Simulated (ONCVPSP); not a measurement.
Gd (Z = 64), ONCV: configuration errors across variants

ONCVPSP 4.0.1 input, shortened (lines: element, Z, core and valence counts, functional; n l f; lmax; l rc ep ncon nbas qcut; lloc lpopt rc5 dvloc0; l nproj debl; icmod fcfact rcfact), PBEsol, scalar-relativistic:

```
  Gd 64.00   10    4  -116133      upf
    1    0    2.00
    2    0    2.00
    2    1    6.00
    3    0    2.00
    3    1    6.00
    3    2   10.00
    4    0    2.00
    4    1    6.00
    4    2   10.00
    4    3    7.00
    5    0    2.00
    5    1    6.00
    5    2    1.00
    6    0    2.00
    2
    0    2.35    0.00    5    8    5.40
    1    1.75    0.00    3    6    3.90
    2    2.50    0.00    4    8    4.40
    4    5    1.20    0.00
    0    2    1.40
    1    2    2.60
    2    1    2.30
    1    0.70    0.00
```

All-electron excitation energies from the reference (eV): (1) 5s2 5p6 5d1 6s1 6.674; (2) 5s2 5p6 5d1 6s0 18.721; (3) 5s2 5p6 5d1 6s0 6p2 5.924.

A true bound ghost makes a file unfit for plane-wave use even where its test errors are small: the radial tests pick states by their node count and pass the ghost by.

Errors AE − PS in meV (a dash: test not solved or not reliable):

```csv
change,(1),(2),(3),bound ghosts,GHOST(+) flags above zero
base,-4.5,-26,-5.6,s,p
d: qcut 2.6,-4.5,-27,-5.7,s,"p, d"
d: qcut 3.1,-4.5,-27,-5.7,s,"p, d"
d: qcut 3.5,-4.5,-26,-5.7,s,p
d: qcut 3.9,-4.5,-26,-5.7,s,p
d: qcut 5,-4.5,-26,-5.6,s,p
d: qcut 5.2,-4.5,-26,-5.6,s,p
d: qcut 5.6,-4.5,-25,-5.6,s,p
d: qcut 6.5,-4.5,-25,-5.6,s,p
```

Problem. Give the same row for: d: qcut 6.1.

Solution. -4.5, -25, -5.6; bound ghosts: s; GHOST(+) flags above zero: p.
